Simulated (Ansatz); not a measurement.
Reaction (redistribution): `[CH3][GeH2][AlH][C]#N` + `BOC` → `B[O][GeH2][CH3]` + `[CH3][AlH][C]#N`

Gas-phase electronic energies from Ansatz, PBE0-D4/def2-TZVP geometries. CBS: MP2 limit from def2 TZ/QZ plus the TZ coupled-cluster correction, frozen cores. This one scheme is used for every species. For Ge outer-core shells are correlated without core-valence functions, which leaves a few kJ/mol of doubt a bond. Scalar relativity is left out up to krypton. One conformer a species, not always the lowest.

`[CH3][GeH2][AlH][C]#N`:

```xyz
11

C    -0.708    1.583    0.401
Ge   -1.160   -0.282    0.002
Al    0.831   -1.709   -0.308
C     2.533   -0.774   -0.435
N     3.508   -0.160   -0.503
H    -0.089    1.999   -0.395
H    -0.154    1.646    1.338
H    -1.618    2.176    0.489
H    -2.012   -0.341   -1.286
H    -2.047   -0.858    1.127
H     0.915   -3.280   -0.430
```

`BOC`:

Cartesian coordinates in Å:
```
B 0.790 -1.083 0.152
O -0.216 -0.489 -0.501
C -0.660 0.814 -0.180
H 1.353 -0.509 1.048
H 1.087 -2.188 -0.199
H -0.079 1.239 0.643
H -0.561 1.448 -1.064
H -1.714 0.768 0.101
```

`B[O][GeH2][CH3]`:

```xyz
11

B    -1.072    0.938   -1.464
O    -1.396   -0.105   -0.692
Ge   -0.402   -0.897    0.589
C     1.320   -0.020    0.770
H     0.000    1.485   -1.365
H    -1.883    1.318   -2.266
H    -1.256   -0.791    1.862
H    -0.276   -2.359    0.131
H     1.893   -0.523    1.552
H     1.192    1.026    1.046
H     1.879   -0.072   -0.164
```

`[CH3][AlH][C]#N`:

Cartesian coordinates in Å:
```
C 0.664 0.264 1.076
Al -0.071 -0.658 -0.458
C -1.282 0.318 -1.625
N -1.998 0.911 -2.310
H 0.382 -0.244 2.004
H 1.759 0.260 1.043
H 0.329 1.301 1.141
H 0.217 -2.152 -0.870
```

```tsv
species	CCSD(T)/CBS(def2) energy (Eh)
`[CH3][GeH2][AlH][C]#N`	-2452.54317
`BOC`	-141.04597
`B[O][GeH2][CH3]`	-2218.40047
`[CH3][AlH][C]#N`	-375.22756
```

Problem. Work out ΔE.

Solution. ΔE = (-2218.40047) + (-375.22756) − (-2452.54317) − (-141.04597) = -0.03889 Eh = -1.06 eV.

Largest T1 diagnostic among the species: 0.014.

From PBE to PBE0 (25 % exact exchange), in def2-TZVPP and without D4, ΔE moves by −0.05 eV.
